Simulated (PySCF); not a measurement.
# Fractional electron number in Gd²⁺ (gadolinium, charge +2)

The 5d alpha orbital of [Xe] 4f7 5d1 is emptied in steps (occupation f), with all orbitals relaxed, ending at [Xe] 4f7. Computed with PySCF 2.14 in def2-SVP with the def2 core potential (28 electrons) (10s6p4d3f1g, 78 functions), with scalar relativity through the core potential. The exact energy is a straight line in f; departures are measured from the line between the end points of the same method.

```tsv
f	UHF (eV)
1	0.000
0.8	0.064
0.6	0.095
0.4	0.093
0.2	0.061
0	0.000
```

| method | E(f=0) − E(f=1) (eV) | −ε at f=1 (eV) | −ε at f=0.4 (eV) |
| --- | --- | --- | --- |
| UHF | 19.696 | 20.101 | 19.612 |

Orbital energy along the path (eV):

```
  f      UHF
  1  -20.101
0.8  -19.931
0.6  -19.768
0.4  -19.612
0.2  -19.461
  0  -19.316
```

Reference removal energy between the ground levels: 20.54 ± 0.03 eV (semi-empirical (NIST evaluation); NIST Atomic Spectra Database, ionization energies). The calculation has no spin-orbit coupling. The determinant left behind need not be the lowest term of the ion. UHF lacks correlation.
